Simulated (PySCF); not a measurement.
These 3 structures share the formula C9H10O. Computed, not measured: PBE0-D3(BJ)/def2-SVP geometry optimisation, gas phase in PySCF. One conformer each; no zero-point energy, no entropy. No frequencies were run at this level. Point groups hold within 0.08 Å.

Question: Rank from lowest to highest electronic energy at this level (kcal/mol).
A. `[CH3:1][O:2]/[CH:3]=[CH:4]/[c:5]1[cH:6][cH:7][cH:8][cH:9][cH:10]1` with C1–O2–C3–C4 0°, C3–C4–C5–C6 3°
B. `[CH2:1]=[CH:2][c:3]1[cH:4][cH:5][c:6]([CH2:7][OH:8])[cH:9][cH:10]1` with C1–C2–C3–C4 178°, C5–C6–C7–O8 -26°, C6–C7–O8–H -59°
C. `[CH3:1][c:2]1[cH:3][cH:4][c:5]([CH3:6])[c:7]([CH:8]=[O:9])[cH:10]1` with C5–C7–C8–O9 0° (2,5-dimethylbenzaldehyde)

Answer: C (0.0), B (20.3), A (22.9).

As drawn, the lowest has a C=O bond, which the highest lacks; the highest has a C=C bond outside aromatic rings, which the lowest lacks.

```json
{"SMILES": "Cc1ccc(C)c(C=O)c1", "E (Eh)": "-423.42249", "E rel (kcal/mol)": "0.0", "dipole (D)": "3.16", "point group": "near Cs", "A, B, C (MHz)": "2506, 992.0, 716.9"}
{"SMILES": "C=Cc1ccc(CO)cc1", "E (Eh)": "-423.39018", "E rel (kcal/mol)": "20.3", "dipole (D)": "1.25", "point group": "C1", "A, B, C (MHz)": "4466, 674.9, 593.9"}
{"SMILES": "CO/C=C/c1ccccc1", "E (Eh)": "-423.38604", "E rel (kcal/mol)": "22.9", "dipole (D)": "1.35", "point group": "near Cs", "A, B, C (MHz)": "4341, 620.9, 545.2"}
```

Question: As an exercise, what shares would exp(−E/RT) give at 2000 K from these electronic energies alone (no entropy, no degeneracies)?

Answer: RT = 3.974 kcal/mol: Cc1ccc(C)c(C=O)c1 99.1 %, C=Cc1ccc(CO)cc1 0.6 %, CO/C=C/c1ccccc1 0.3 %.
